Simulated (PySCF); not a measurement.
**Worked example: oscillator strength and radiative lifetime**

C2H3BClFO2, SMILES CC(=O)OB(F)Cl.

Geometry: ωB97X-D3(BJ)/def2-SVP. Other conformers were not sampled.

TDA-PBE/def2-SVPD run with PySCF puts the first singlet state with f over 0.02 at 6.48 eV (vertical), with the transition dipole (0.102, -0.211, 0.302) in atomic units.

Problem. Find the oscillator strength, the wavelength and the radiative lifetime that this transition would have in vacuum if emission retraced absorption.

Solution. 
|μ|² = 0.1461 au, so |μ| = 0.97 D. ΔE = 6.48/27.211 = 0.2381 hartree. f = (2/3) ΔE |μ|² = 0.023 (the program prints 0.023).
λ = 1239.84/6.48 = 191 nm; ν = 52265 cm⁻¹.
Einstein's coefficient A = 0.6670 ν² f s⁻¹ (ν in cm⁻¹) = 4.2e7 s⁻¹, so τ = 1/A = 24 ns. This state is S4; the lower singlets have f = 0.001, 0.002, 0.002. The figure is the radiative limit of this one transition; relaxation, internal conversion, crossing to triplets and a medium change what is measured.
